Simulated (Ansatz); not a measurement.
Species: H4O4Sn, SMILES `[OH][Sn]([OH])([OH])[OH]` (charge 0, multiplicity 1).

Give a relaxed geometry from Ansatz (a program for electronic structure) with r2SCAN-D4/def2-TZVP.

One answer among several that fit: the end point of this relaxation, one of several conformers (outside a Z-matrix the atoms follow the SMILES, hydrogens last).
Z-matrix (Å, degrees):
```
Sn
O 1 1.9514
H 2 0.9654 1 111.13
O 1 1.9514 2 105.86 3 144.74
H 4 0.9654 1 111.14 2 -19.95
O 1 1.9514 2 105.85 3 19.94
H 6 0.9654 1 111.14 2 -144.76
O 1 1.9514 2 116.97 3 -97.67
H 8 0.9654 1 111.13 2 -97.66
```
